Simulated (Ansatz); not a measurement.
Ansatz results at the PBE0-D4/def2-TZVP geometry: size of the dipole moment (ωB97M-V/def2-TZVPP) 0.28 D; LUMO energy (ωB97M-V/def2-TZVPP) 2.22 eV; HOMO–LUMO gap (ωB97M-V/def2-TZVPP) 12.75 eV.

Each molecule was computed in one conformer, which needn't be the lowest.

(1) Which molecule gave them?
A. `B[SeH]`
B. `CC(C)CB(Cl)Cl`
C. `[SiH3]N([SiH3])B(N([SiH3])[SiH3])N([SiH3])[SiH3]`
D. `COB(O)OC`

## Answers

(1) D. The others give `B[SeH]`: 0.65, 0.46, 10.53; `CC(C)CB(Cl)Cl`: 1.48, 0.91, 11.90; `[SiH3]N([SiH3])B(N([SiH3])[SiH3])N([SiH3])[SiH3]`: 0.12, 1.22, 11.32.
